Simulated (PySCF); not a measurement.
A structure optimised at PBE0-D3(BJ)/def2-SVP, used in a PySCF frequency run:

```xyz
8

O      0.9433    -0.9735    -0.1976
B      0.1614     0.0726    -0.0183
O      0.4181     1.3608    -0.0013
O     -1.2430    -0.4275     0.1908
H      1.8904    -0.8145    -0.3080
H     -0.1950     2.0700     0.2136
H     -1.3883    -1.3911     0.1239
H     -2.0608     0.0941     0.1273
```
Charge +1, spin multiplicity 1.

Task: Write its SMILES and formula.

Result: OB(O)[OH2+], BH₄O₃

Task: What are its rotational constants (standard atomic weights)?

Result: 9.8354, 8.9273, 4.6842 GHz
